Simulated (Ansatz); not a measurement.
Reaction (homolysis of the F–Ga bond): `[OH][Ga]([F])[Cl]` → F• + `[OH][Ga][Cl]`•

Program: Ansatz. Geometries: PBE0-D4/def2-TZVP. ΔE: electronic, gas phase. CCSD(T)/CBS adds triple-zeta CCSD(T) − MP2 to the extrapolated MP2 energy (def2 sets, frozen cores). This one scheme is used for every species, atoms too. Functionals use def2-TZVPP. HSE06 is defined as in plane-wave codes. Open shells (•) are unrestricted, without spin–orbit coupling. Spin–orbit coupling would lower the free atoms: a little for F. For Ga outer-core shells are correlated without core-valence functions, so the limit isn't a true one: a few kJ/mol of doubt a bond, and 10 to 20 or more in all where bonds break to atoms. Scalar relativity is left out up to krypton. One conformer a species, not always the lowest.

Q: What is ΔE at CCSD(T)/CBS? (Best estimate.)

A: The calculation gave: +545.1 kJ/mol.

Q: What do these levels give: r2SCAN-D4, HSE06-D4, CAM-B3LYP-D4, ωB97X-V, r2SCAN, CCSD/def2-SVP? (Best estimate.)

A: Computed: r2SCAN-D4 521.4, HSE06-D4 513.3, CAM-B3LYP-D4 528.2, ωB97X-V 535.2, r2SCAN 520.7, CCSD/def2-SVP 511.3 kJ/mol.

Largest T1 diagnostic among the species: 0.015.

At CCSD(T), def2-SVP lies −29.8 kJ/mol from the extrapolated value and def2-TZVPP −16.1 kJ/mol: correlation converges slowly with the basis, and small sets miss more of it in the bonded molecule than in its fragments. Leaving LDA and LC-ωPBE aside and taking each functional with its dispersion term where it has one, the values, not all of them listed here, spread over 43.8 kJ/mol, from BHLYP-D4 to ωB97X-V. LDA lies +84.2 kJ/mol from PBE without D4, its usual overbinding. The D4 term adds +4.1 kJ/mol with B3LYP and +2.2 kJ/mol with PBE0; it sums over pairs of atoms, weighted by their polarisabilities, and B3LYP, whose exchange is more repulsive, gets the larger term.

B3LYP here is the variant with VWN-RPA as its local correlation; programs differ in this.
